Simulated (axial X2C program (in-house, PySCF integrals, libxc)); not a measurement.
**Excited states of MgCd by EOM-EE-CCSD**

Computed with an in-house all-electron X2C program for linear molecules (integrals from PySCF): two-component X2C with atomic mean-field Coulomb and Gaunt terms, Gaussian nuclei, basis Cd dyall-acv3z, Mg dyall-acv3z with contracted cores.

R = 3.562 Å (near the PBE0 minimum at charge 0 of the determinant lowest at the starting distance; the state shown can have its own minimum elsewhere).

Hartree–Fock spinors of MgCd (one of each Kramers pair; a window near the gap, which can cut inner shells):

```
  ω  occupied  ε (eV)                     character
3/2       yes  -20.15                     100% Cd d
1/2       yes  -19.38                     100% Cd d
5/2       yes  -19.38                     100% Cd d
3/2       yes  -19.37                     100% Cd d
1/2       yes   -8.42   59% Cd s, 29% Mg s, 6% Mg p
1/2       yes   -6.30  52% Mg s, 22% Cd s, 12% Cd p
1/2        no    0.25            57% Cd p, 42% Mg p
3/2        no    0.25            57% Cd p, 42% Mg p
1/2        no    0.32  54% Cd p, 20% Mg s, 15% Cd s
1/2        no    0.36  53% Mg p, 28% Cd p, 12% Cd s
1/2        no    0.56            52% Mg p, 46% Cd p
3/2        no    0.56            52% Mg p, 46% Cd p
```

Vertical excitation energies from the closed-shell determinant state of MgCd:

| Ω | excitation (eV) | cm⁻¹ | hole of the leading pair | particle of the leading pair | weight of the pair (for Ω = 0 its time-reversed partner can hold as much again) | singles weight |
| --- | --- | --- | --- | --- | --- | --- |
| 0⁻ | 2.323 | 18733 | 69% Mg sσ, 14% Cd pσ, 7% Cd sσ | 65% Mg pπ, 13% Mg pσ, 12% Cd pπ | 0.47 | 0.97 |
| 0⁺ | 2.330 | 18794 | 71% Mg sσ, 14% Cd pσ | 83% Mg pπ, 13% Cd pπ | 0.47 | 0.97 |
| 1 | 2.332 | 18812 | 68% Mg sσ, 14% Cd pσ, 8% Cd sσ | 53% Mg pπ, 22% Mg pσ, 11% Cd pσ | 0.59 | 0.97 |
| 2 | 2.346 | 18918 | 71% Mg sσ, 14% Cd pσ | 84% Mg pπ, 12% Cd pπ | 0.95 | 0.97 |
| 1 | 2.357 | 19014 | 65% Mg sσ, 13% Cd pσ, 10% Cd sσ | 55% Mg pσ, 27% Cd pσ, 10% Mg pπ | 0.84 | 0.97 |
| 0⁻ | 2.359 | 19028 | 66% Mg sσ, 13% Cd pσ, 10% Cd sσ | 50% Mg pσ, 24% Cd pσ, 18% Mg pπ | 0.47 | 0.97 |
| 1 | 3.381 | 27267 | 47% Mg sσ, 27% Cd sσ, 11% Cd pσ | 59% Cd pπ, 34% Mg pπ | 0.51 | 0.91 |
| 0⁻ | 3.428 | 27651 | 67% Cd sσ, 13% Mg pσ, 9% Mg sσ | 90% Cd pπ | 0.41 | 0.97 |
| 0⁺ | 3.431 | 27672 | 66% Cd sσ, 13% Mg pσ, 9% Mg sσ | 90% Cd pπ | 0.41 | 0.97 |
| 1 | 3.488 | 28129 | 63% Cd sσ, 12% Mg sσ, 12% Mg pσ | 90% Cd pπ | 0.50 | 0.97 |

This point took 67 s on 1 thread of Arm Neoverse N1, on a shared host.

Reference electrons by ω block (each with its −ω partner): 1/2: 20, 3/2: 8, 5/2: 2. 14 electrons of MgCd correlated (inner shells frozen), 88 natural virtual spinors (a truncated set); levels can be off by some tenths of an eV. Roots sought by Ω: (0: 5, 1: 4, 2: 3, 3: 1); the list ends where they run out and leaves out roots under 60 % singles weight. The solver can skip a root, and states that need a further excitation, which the method places far too high, are missing though they may lie low or lowest. T1 of the reference 0.015 (Lee–Taylor). Number of frozen shells: Cd 4 s, 3 p, 1 d; Mg 2 s, 1 p.
